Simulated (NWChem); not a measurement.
SOF, doublet; SMILES [S](F)=O

Results from NWChem. Pople sets run with spherical d functions. Spin-unrestricted. In the optimisation the excess spin sits in a" (Cs, its own frame). No stability test was run on the SCF state. Level PBE/6-31G*: optimisations from one semi-empirical or force-field start; each run changes one setting, and all end within 0.3 mHa of each other.

```json
[
 {"setting": "redundant internal coordinates, default thresholds", "optimisation steps": "3"},
 {"setting": "loose thresholds", "optimisation steps": "2"},
 {"setting": "symmetry off", "optimisation steps": "3"},
 {"setting": "no line search", "optimisation steps": "4"}
]
```
